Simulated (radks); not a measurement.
Q: Radial electron density D(r) = 4 pi r^2 rho(r) of an atom or ion with 35.5 electrons. All-electron calculation, scalar-relativistic Kohn-Sham, PBE, spin-polarised, spherical densities, finite nucleus; Fermi nuclear charge, rms radius of each element as measured or else 0.836 A^(1/3) + 0.57 fm. Program: a radial shooting solver on a logarithmic mesh with Libxc functionals.

```
   r/bohr * D(r) (the largest magnitude, 57, reaches the edge; | marks zero)
 0.003761 |     *
 0.004858 |        *
 0.006326 |            *
 0.008237 |                  *
  0.01073 |                         *
  0.01385 |                                *
  0.01804 |                                       *
  0.02349 |                                            *
  0.03035 |                                             *
  0.03951 |                                         *
  0.05145 |                                      *
  0.06646 |                                       *
  0.08654 |                                              *
   0.1127 |                                                      *
   0.1467 |                                                   *
   0.1895 |                                       *
   0.2468 |                               *
   0.3214 |                                   *
   0.4151 |                                       *
   0.5406 |                             *
   0.7039 |              *
   0.9093 |       *
    1.184 |      *
    1.542 |    *
    2.007 |  *
    2.593 |*
    3.377 *
    4.397 *
```

What is the nuclear charge?

A: Z = 38. The innermost maximum, from 1s, lies near gamma/Z bohr with gamma = sqrt(1 - (Z/c)^2) = 0.961, here 0.0253 bohr (found: 0.0276), and its height grows with Z. The density is that of the strontium ion Sr2.5+ in [Ar] 3d10 4s2 4p(up 2.75, down 2.75); the configuration itself is not fixed sharply by these data, and Z only to a few units. D(r) has 3 maxima, at r = 0.0276, 0.122, 0.396 bohr, and minima at 0.0562, 0.253 bohr, inside which lie 2.05, 11.04 electrons.
